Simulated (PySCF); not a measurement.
Two species compared at the same levels of theory.

First species: C₅H₉FS.
Atom-mapped SMILES: `[CH3:1][CH2:2]/[C:3](=[CH:4]/[F:5])[S:6][CH3:7]` (hydrogens: H8, H9, H10 on C1; H11, H12 on C2; H13 on C4; H14, H15, H16 on C7)

Structure used (GFN2-xTB), in Å, numbered top down from 1:
```xyz
16
C5H9FS angstrom
C     -2.113   -0.171    0.970
C     -1.506   -0.085   -0.430
C     -0.022    0.154   -0.357
C      0.458    1.382   -0.506
F      1.761    1.733   -0.448
S      0.863   -1.337   -0.034
C      2.551   -0.816    0.385
H     -1.966    0.765    1.505
H     -1.644   -0.972    1.535
H     -3.179   -0.370    0.904
H     -1.981    0.721   -0.991
H     -1.683   -1.025   -0.956
H     -0.171    2.240   -0.694
H      2.519   -0.095    1.195
H      3.063   -1.718    0.706
H      3.042   -0.396   -0.486
```

Second species: C3H4F2N2Si.
Atom-mapped SMILES: `[N:1]#[C:2][C:3]([F:4])([F:5])/[CH:6]=[N:7]\[SiH3:8]` (hydrogens: H9 on C6; H10, H11, H12 on Si8)

Structure used (GFN2-xTB), in Å, numbered top down from 1:
```xyz
12
C3H4F2N2Si angstrom
N     -1.8553    2.0655   -0.7436
C     -1.6815    1.0481   -0.2568
C     -1.3981   -0.2709    0.3049
F     -2.5341   -1.0132    0.3857
F     -0.9267   -0.1571    1.5760
C     -0.3713   -0.9831   -0.6000
N      0.8434   -0.7654   -0.6222
Si     1.9612    0.2876    0.1818
H     -0.8350   -1.7308   -1.2431
H      2.5858    0.9233   -0.9728
H      1.4067    1.2808    1.1012
H      2.8059   -0.6855    0.8627
```

Levels: wB97X-D/def2-SVPD for dipole moment, HOMO energy, LUMO energy, HOMO–LUMO gap, static isotropic polarisability and electronic spatial extent ⟨r²⟩ about the centre of nuclear charge; TDDFT wB97X-D/def2-SVPD for lowest singlet excitation; TDA wB97X-D/def2-SVPD for lowest triplet excitation (Tamm–Dancoff); GFN2-xTB for rotational constant A and rotational constant C. Geometries: GFN2-xTB. All species are isolated and taken at one optimised geometry, non-relativistic unless stated; the electronic structure was computed with PySCF and density fitting.

Dipoles, sizes and rotational constants follow the conformer. The torsions of the flexible species, by atom-mapped SMILES:
- `[CH3:1][CH2:2]/[C:3](=[CH:4]/[F:5])[S:6][CH3:7]`: C1–C2–C3–C4 -99°, C2–C3–S6–C7 -168°
- `[N:1]#[C:2][C:3]([F:4])([F:5])/[CH:6]=[N:7]\[SiH3:8]`: C2–C3–C6–N7 78°

Values for the first species:

```
Dipole moment                                                     : 0.81 D
HOMO energy                                                       : -7.93 eV
LUMO energy                                                       : 1.99 eV
HOMO–LUMO gap                                                     : 9.92 eV
Lowest singlet excitation                                         : 5.40 eV
Lowest triplet excitation (Tamm–Dancoff)                          : 4.08 eV
Static isotropic polarisability                                   : 82.6 au
Electronic spatial extent ⟨r²⟩ about the centre of nuclear charge : 1055 bohr²
Rotational constant A                                             : 2.691 GHz
Rotational constant C                                             : 1.157 GHz
```

Estimate the same properties for the second species, and the change in each.

| property | first | second | second less first |
| --- | --- | --- | --- |
| dipole moment | 0.81 D | 1.77 D | +0.96 D |
| HOMO energy | -7.93 eV | -9.82 eV | -1.89 eV |
| LUMO energy | 1.99 eV | -0.36 eV | -2.35 eV |
| HOMO–LUMO gap | 9.92 eV | 9.46 eV | -0.46 eV |
| lowest singlet excitation | 5.40 eV | 3.93 eV | -1.47 eV |
| lowest triplet excitation (Tamm–Dancoff) | 4.08 eV | 3.37 eV | -0.71 eV |
| static isotropic polarisability | 82.6 au | 73.2 au | -9.4 au |
| electronic spatial extent ⟨r²⟩ about the centre of nuclear charge | 1055 bohr² | 1147 bohr² | +92 bohr² |
| rotational constant A | 2.691 GHz | 2.603 GHz | -0.088 GHz |
| rotational constant C | 1.157 GHz | 1.046 GHz | -0.111 GHz |

On the first: The principal polarisabilities are 65.0, 88.5 and 94.4 au; their mean is the isotropic value. The 8 singlets span 5.40 to 7.72 eV, and their oscillator strengths add up to 0.30.

On the second: In wavenumbers S1 is 31700 cm⁻¹ (1 eV = 8065.54 cm⁻¹).
